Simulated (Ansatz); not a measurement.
Born–Oppenheimer molecular dynamics of BClH4N2 (8 atoms, charge 0, multiplicity 1). It starts from a relaxed structure.

The calculation used RKS PBE0-D4/6-31G* (Ansatz 0.2.0).

- ensemble: NVE (Milne-controlled integrator)
- time step: 0.5 fs
- steps asked: 100
- starting velocities drawn for: 3000 K
- seed: 693871

First frame:

```xyz
8
Properties=species:S:1:pos:R:3
B -0.004 0.031 -0.096
Cl -0.023 0.171 1.696
N 1.243 0.110 -0.742
H 1.360 0.039 -1.740
H 2.100 0.241 -0.232
N -1.238 -0.150 -0.748
H -2.106 -0.202 -0.241
H -1.333 -0.239 -1.747
```

Q: What does the run give?

A: The run went to its last step.

```
steps done                                               : 100
time covered                                             : 50 fs
mean temperature over the second half                    : 1540 K
spread of the potential energy over the second half      : 52.4 meV per atom
mean potential energy of the second half above the start : 141.3 meV per atom
```

The conserved energy stayed within 1.4 meV per atom of its start (net change -0.34 meV per atom), so the integration is sound. A run of 0.05 ps of so small a system gives no equilibrium averages.

Q: What happens to the structure?

A: The same pairs are bonded in the first frame and the last. Pairs count as bonded within 1.25 times the sum of covalent radii (0.12 Å more for H–H). Another seed would give other details.

Q: How do temperature and energy run in time?

A: 
| time (fs) | T (K) | potential energy less start (eV) | conserved less start (meV/atom) |
| --- | --- | --- | --- |
| 0 | 3000 | 0.000 | 0.00 |
| 1.5 | 1980 | 0.791 | 0.05 |
| 3 | 1194 | 1.400 | -0.05 |
| 4.5 | 1513 | 1.152 | -0.19 |
| 6 | 2154 | 0.653 | -0.35 |
| 7.5 | 1238 | 1.361 | -0.66 |
| 9 | 1558 | 1.112 | -0.84 |
| 10.5 | 1817 | 0.914 | -0.49 |
| 12 | 800 | 1.704 | -0.27 |
| 13.5 | 682 | 1.798 | 0.02 |
| 15 | 1390 | 1.251 | 0.25 |
| 16.5 | 1711 | 1.003 | 0.36 |
| 18 | 814 | 1.688 | -0.87 |
| 19.5 | 2167 | 0.649 | 0.35 |
| 21 | 1331 | 1.295 | 0.09 |
| 22.5 | 645 | 1.827 | -0.01 |
| 24 | 883 | 1.640 | -0.16 |
| 25.5 | 1687 | 1.016 | -0.31 |
| 27 | 1071 | 1.492 | -0.57 |
| 28.5 | 1212 | 1.380 | -0.85 |
| 30 | 1747 | 0.968 | -0.38 |
| 31.5 | 934 | 1.600 | -0.23 |
| 33 | 667 | 1.809 | -0.02 |
| 34.5 | 1339 | 1.289 | 0.17 |
| 36 | 2315 | 0.534 | 0.31 |
| 37.5 | 1316 | 1.301 | -0.61 |
| 39 | 2351 | 0.497 | -0.86 |
| 40.5 | 2168 | 0.637 | -0.94 |
| 42 | 1193 | 1.398 | -0.43 |
| 43.5 | 1079 | 1.491 | 0.14 |
| 45 | 1976 | 0.800 | 0.66 |
| 46.5 | 1862 | 0.889 | 0.81 |
| 48 | 1103 | 1.461 | -1.23 |
| 49.5 | 2268 | 0.565 | -0.32 |

Time of the run: 4.4 min on 1 thread of Arm Neoverse V2 (shared host), peak memory 0.13 GiB.
